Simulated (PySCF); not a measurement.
SrAs at ROHF-MP2

Level: ROHF-MP2. PySCF, scalar-relativistic core potentials, basis sets Sr def2-SVP with ECP28, As def2-SVP.

| Item | Value |
| --- | --- |
| state | ²Π (doublet), unpaired electrons π ↑ |
| bond length | 2.821 Å |
| harmonic wavenumber | 211 cm⁻¹ |
| force constant | 1.06 mdyn/Å |
| rotational constant Be | 0.05237 cm⁻¹ |
| anharmonicity ωexe | 0.147 cm⁻¹ |
| vibration–rotation constant αe | 0.000115 cm⁻¹ |
| well depth De to Sr + As | 0.32 eV |
| dissociation energy D0 | 0.31 eV |

Correlated steps freeze 9 core orbitals. The bond is weak. Basis-set superposition, not corrected here, can be much of De in a small basis, most of all at correlated wavefunction levels. Spin–orbit coupling is left out. The state is the lowest determinant that a PBE0 search found; another state may lie lower at other levels.
